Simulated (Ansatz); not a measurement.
Computed with Ansatz on PBE0-D4/def2-TZVP structures; ΔE is electronic, products minus reactants. CCSD(T)/CBS adds triple-zeta CCSD(T) − MP2 to the extrapolated MP2 energy (def2 sets, frozen cores). DFT in def2-TZVPP. B3LYP here is the variant with VWN-RPA as its local correlation; programs differ in this. def2 core potentials past Kr. For Ti, Y outer-core shells are correlated without core-valence functions, which leaves a few kJ/mol of doubt a bond. Scalar relativity is left out up to krypton. One conformer a species, not always the lowest.

`[CH3][Y]([CH3])[OH]` + `[OH][Ti]([OH])([F])[F]` → `[CH3][Y]([OH])[F]` + `[CH3][Ti]([OH])([OH])[F]`  (redistribution)

`[CH3][Y]([CH3])[OH]`:

Cartesian coordinates in Å:
```
C -1.781 0.445 -0.897
Y -0.010 -0.854 -0.037
C 1.999 0.383 -0.047
O -0.404 -1.818 1.675
H -2.782 0.006 -0.803
H -1.818 1.406 -0.364
H -1.645 0.701 -1.958
H 2.043 1.055 0.822
H 2.078 1.028 -0.933
H 2.920 -0.215 -0.007
H -0.601 -2.136 2.550
```

`[OH][Ti]([OH])([F])[F]`:

```xyz
7

O     0.022   -1.562   -0.504
Ti   -0.064    0.182   -0.166
O     0.376    0.425    1.540
F     1.021    1.077   -1.224
F    -1.679    0.801   -0.488
H    -0.133   -2.109   -1.275
H     0.456    1.187    2.116
```

`[CH3][Y]([OH])[F]`:

Z-matrix (Å, degrees):
```
C
Y 1 2.365
H 1 1.099 2 111.0
H 1 1.098 2 113.4 3 118.5
H 1 1.098 2 113.7 3 -119.3
O 2 2.010 1 114.8 3 -65.8
F 2 2.005 1 115.8 3 87.6
H 6 0.953 2 170.0 1 130.8
```

`[CH3][Ti]([OH])([OH])[F]`:

Cartesian coordinates in Å:
```
C 1.350 0.362 0.456
Ti -0.653 0.069 0.082
O -0.996 0.980 -1.416
O -0.848 -1.688 -0.113
F -1.505 0.730 1.481
H 1.540 1.434 0.560
H 1.626 -0.150 1.383
H 1.948 -0.035 -0.369
H -1.205 0.766 -2.325
H -1.257 -2.467 0.261
```

Question: Is it downhill or uphill in electronic energy at CCSD(T)/CBS, and by how much? (An estimate is asked.)

Answer: Computed: Downhill: ΔE = -77.8 kJ/mol.

Question: What do these levels give: B3LYP-D4, CAM-B3LYP-D4, B2PLYP, PBE, r2SCAN, r2SCAN0, BHLYP, CAM-B3LYP, LC-ωPBE, MP2/def2-SVP, MP2/def2-TZVPP, HF/def2-QZVPP? (Estimate.)

Answer: The calculation gave: B3LYP-D4 -68.2, CAM-B3LYP-D4 -70.4, B2PLYP -65.1, PBE -56.9, r2SCAN -58.5, r2SCAN0 -64.0, BHLYP -71.3, CAM-B3LYP -69.1, LC-ωPBE -68.8, MP2/def2-SVP -67.9, MP2/def2-TZVPP -66.6, HF/def2-QZVPP -71.5 kJ/mol.

Question: What do rigid-rotor, harmonic-oscillator terms from PBE0-D4/def2-TZVP frequencies (298.15 K, 1 bar) make of the CCSD(T)/CBS value? (Estimate.)

Answer: Computed: ΔZPE = +4.2 kJ/mol, ΔH = -75.2 kJ/mol, ΔS = -18 J/(mol·K), ΔG = -69.8 kJ/mol. Modes under 50 cm⁻¹ make the entropy rough.

Largest T1 diagnostic among the species: 0.023, so the coupled-cluster value is less sure than usual.

From PBE to PBE0 (25 % exact exchange), in def2-TZVPP and without D4, ΔE moves by −5.9 kJ/mol. Leaving LDA and LC-ωPBE aside and taking each functional with its dispersion term where it has one, the values, not all of them listed here, spread over 14.8 kJ/mol, from BHLYP-D4 to PBE-D4.
